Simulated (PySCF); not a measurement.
**C6H4ClF: full NMR table**

| Item | Value |
| --- | --- |
| Formula | C6H4ClF |
| SMILES | CC#CC#C[C@@H](F)Cl |
| Point group of the computed structure | C1 |
| Degrees of unsaturation | 4 |
| Carbon signals | 6 |
| Proton signals | 2 |

Atoms are numbered as in `[CH3:1][C:2]#[C:3][C:4]#[C:5][C@@H:6]([F:7])[Cl:8]`. Each H is labelled by its parent atom.

PySCF 2.14.0 with density-fitted response routines calculation with structure optimised with GFN2-xTB and NMR shieldings at PBE0/pcSseg-1/GIAO; a single conformation, no solvent model, fast rotation and ring inversion assumed for equivalent nuclei, no relativistic terms.

Scale: 1H, 13C vs TMS; 19F against CFCl3 (reference shieldings calculated alike).

```tsv
carbon	δC, type	δH (multiplicity)	HMBC from (2–3 bonds)	span of the C tensor (ppm)
C1	5.6, CH3	2.25 (s)	–	26
C2	92.6, C	–	H(C1)	262
C3	70.5, C	–	H(C1)	238
C4	87.8, C	–	H(C6)	195
C5	70.0, C	–	H(C6)	291
C6	97.6, CH	6.78 (m)	–	72
```

Other nuclei:
| atoms | nucleus | environment | δ (ppm) | σ (ppm) |
| --- | --- | --- | --- | --- |
| F7 | 19F | fluorine on an sp3 carbon | -138.4 | 309.4 |

1. Carbon types of the structure: 4 × C, 1 × CH, 1 × CH3, which accounts for all hydrogens.
2. δC 97.6: propargylic sp3 CH bonded to Cl and F; 2 electronegative neighbours deshield it.
3. δC 92.6, 87.8, 70.5, 70.0: alkyne carbon; the triple bond shields along its axis, which puts it between sp3 and sp2 carbons.
4. δC 5.6: propargylic methyl carbon; a saturated carbon with 1 carbon neighbour and no heteroatom attached.
5. δH 6.78: hydrogen on a propargylic sp3 CH bonded to Cl and F; its carbon carries Cl and F, hence the downfield position.
6. δH 2.25: hydrogen on a propargylic methyl carbon.

Carbons that carry Cl, above all several Cl atoms, come out too deshielded, partly because spin–orbit coupling is missing. Splittings by 19F in the carbon and heteronuclear signals aren't shown, as no couplings were computed. Shifts are as computed. Against solution values, carbons near 30 ppm lie about +3 ppm off and those near 130 ppm about +5 ppm; carbons on Cl a further +6 ppm. Of 1211 compounds with measured shifts, 218 miss one by over three times the rms of a fit or turn the order of signals round; such compounds aren't used in these exercises. Unscaled 19F shifts against computed CFCl3 carry errors that often reach 10 to 50 ppm. Multiplicities follow the n + 1 count of equivalent neighbours, as no J values were calculated; m marks all less simple cases, F and P coupling included.
